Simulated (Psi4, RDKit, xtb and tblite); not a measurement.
Conformational energy of H4F6Si4, SMILES F[Si]([SiH2][SiH2][Si](F)(F)F)(F)F. Scanned: dihedral Si2–Si5–Si6–Si7; all other coordinates were relaxed at GFN2-xTB. GFN2-xTB can order the conformers of Si and Ge chains otherwise than DFT does. Points at φ and −φ are mirror images. Heavy atoms are numbered in the order of the SMILES F[Si](F)(F)[SiH2][SiH2][Si](F)(F)F, hydrogens after them in the order of the atoms that carry them; the mirror image has the same energies with the sign of each dihedral reversed.

Levels: MMFF94 // GFN2-xTB (RDKit); GFN2-xTB (xtb and tblite); UFF // GFN2-xTB (RDKit); PBE-D3(BJ)/def2-SVP // GFN2-xTB (Psi4).

Energies relative to the lowest point of each profile, in kJ/mol; the last columns give the difference from PBE-D3(BJ):

| φ / ° | MMFF94 | GFN2-xTB | UFF | PBE-D3(BJ)/def2-SVP | MMFF94 − PBE-D3(BJ)/def2-SVP | GFN2-xTB − PBE-D3(BJ)/def2-SVP | UFF − PBE-D3(BJ)/def2-SVP |
|---|---|---|---|---|---|---|---|
| -150 | 28.3 | 3.0 | 2.7 | 6.4 | 21.9 | -3.4 | -3.7 |
| -120 | 27.2 | 3.2 | 6.0 | 8.4 | 18.8 | -5.2 | -2.4 |
| -90 | 18.0 | 2.0 | 6.7 | 6.5 | 11.5 | -4.5 | 0.2 |
| -60 | 2.6 | 0.0 | 5.9 | 0.0 | 2.6 | 0.0 | 5.9 |
| -30 | 0.5 | 0.2 | 4.2 | 1.6 | -1.1 | -1.4 | 2.6 |
| 0 | 0.0 | 1.4 | 0.1 | 2.9 | -2.9 | -1.5 | -2.8 |
| 30 | 0.5 | 0.2 | 4.2 | 1.6 | -1.1 | -1.4 | 2.6 |
| 60 | 2.6 | 0.0 | 5.9 | 0.0 | 2.6 | 0.0 | 5.9 |
| 90 | 18.0 | 2.0 | 6.7 | 6.5 | 11.5 | -4.5 | 0.2 |
| 120 | 27.2 | 3.2 | 6.0 | 8.4 | 18.8 | -5.2 | -2.4 |
| 150 | 28.3 | 3.0 | 2.7 | 6.4 | 21.9 | -3.4 | -3.7 |
| 180 | 26.8 | 2.6 | 0.0 | 4.9 | 21.9 | -2.2 | -4.9 |

MMFF94 is furthest from PBE-D3(BJ)/def2-SVP at 180 (21.9 kJ/mol, above); its mean absolute difference over the points is 11.4 kJ/mol.

GFN2-xTB is furthest from PBE-D3(BJ)/def2-SVP at -120 (-5.2 kJ/mol, below); its mean absolute difference over the points is 2.7 kJ/mol.

UFF is furthest from PBE-D3(BJ)/def2-SVP at -60 (5.9 kJ/mol, above); its mean absolute difference over the points is 3.1 kJ/mol.

MMFF94 has few fitted parameters for silicon.
